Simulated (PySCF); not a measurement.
## Nuclear quadrupole coupling in `CC(=S)OCC[SiH3]`

Compound: C4H10OSSi.
Atom-mapped SMILES: `[CH3:1][C:2](=[S:3])[O:4][CH2:5][CH2:6][SiH3:7]` (hydrogens: H8, H9, H10 on C1; H11, H12 on C5; H13, H14 on C6; H15, H16, H17 on Si7)

Geometry (GFN2-xTB, Å), atoms numbered from 1 in this order:
```xyz
17
C4H10OSSi angstrom
C     -2.5915    0.5755   -0.8049
C     -1.7366    0.3914    0.4068
S     -2.2841    0.6353    1.9234
O     -0.4978    0.0343    0.1177
C      0.4424   -0.1152    1.1757
C      1.7853   -0.4171    0.5432
Si     2.0181    0.6596   -1.0152
H     -2.2111   -0.0244   -1.6280
H     -2.5675    1.6242   -1.1018
H     -3.6209    0.3106   -0.5809
H      0.0963   -0.9065    1.8527
H      0.4749    0.8204    1.7474
H      1.8339   -1.4715    0.2726
H      2.5681   -0.2388    1.2779
H      1.2382    0.1176   -2.1261
H      1.6027    2.0303   -0.7137
H      3.4425    0.6358   -1.3569
```

Field gradients from the PBE0/pcSseg-1 density (PySCF, non-relativistic), principal values in atomic units, ordered |Vxx| ≤ |Vyy| ≤ |Vzz|:

| atom | Vxx | Vyy | Vzz |
| --- | --- | --- | --- |
| S3 | 0.9441 | 1.5806 | -2.5247 |
| O4 | -0.5853 | -1.0149 | 1.6001 |

Q: Find the asymmetry η = (Vxx − Vyy)/Vzz and the couplings χ = eQV/h (234.96 MHz × Q in barn × V in au), with Q(33S) = −0.0678 b, Q(17O) = −0.0256 b.

A: 
| atom | environment | nucleus | η | χzz (MHz) | χxx (MHz) | χyy (MHz) |
| --- | --- | --- | --- | --- | --- | --- |
| S3 | thiocarbonyl sulfur | 33S | 0.25 | 40.22 | -15.04 | -25.18 |
| O4 | oxygen bonded to 2 C | 17O | 0.27 | -9.62 | 3.52 | 6.10 |

The tensor is traceless: Vxx + Vyy + Vzz = 0.

Q: What is Vzz at S3 in SI units (1 au = 9.71736 × 10²¹ V/m²)?

A: -2.5247 au = -24.533 × 10²¹ V/m².

Q: And the gradient at the other heavy atoms, for which no coupling is worked out here?

A: 
| atom | environment | Vzz (au) | η |
| --- | --- | --- | --- |
| C1 | methyl carbon | 0.123 | 0.42 |
| C2 | thiocarbonyl carbon | -0.422 | 0.89 |
| C5 | sp3 carbon bound to oxygen | 0.493 | 0.14 |
| C6 | sp3 carbon bound to silicon | 0.087 | 0.83 |
| Si7 | SiH3 silicon | 0.125 | 0.34 |

Q: What couplings would deuterons (Q(2H) = 0.00286 b) have in place of the hydrogens, at this geometry?

A: 
| atom | bonded to | bond length (Å) | Vzz (au) | η | χzz (kHz) |
| --- | --- | --- | --- | --- | --- |
| H8 | C1 | 1.087 | 0.3113 | 0.04 | 209 |
| H9 | C1 | 1.090 | 0.3090 | 0.04 | 208 |
| H10 | C1 | 1.086 | 0.3115 | 0.03 | 209 |
| H11 | C5 | 1.097 | 0.2839 | 0.09 | 191 |
| H12 | C5 | 1.097 | 0.2819 | 0.10 | 189 |
| H13 | C6 | 1.090 | 0.3130 | 0.03 | 210 |
| H14 | C6 | 1.088 | 0.3162 | 0.04 | 212 |
| H15 | Si7 | 1.462 | 0.1653 | 0.02 | 111 |
| H16 | Si7 | 1.464 | 0.1631 | 0.02 | 110 |
| H17 | Si7 | 1.465 | 0.1618 | 0.01 | 109 |

One conformer (not necessarily the lowest) at the GFN2-xTB geometry, without solvent, vibrations or thermal averaging. GFN2-xTB frequencies show an imaginary mode (28i cm⁻¹), so this geometry is no minimum at that level. GFN2-xTB bond lengths can be off by several hundredths of an ångström, more for odd bonds, and the gradients follow them. The basis is small and wasn't made for field gradients, so the couplings can be 20 % off.
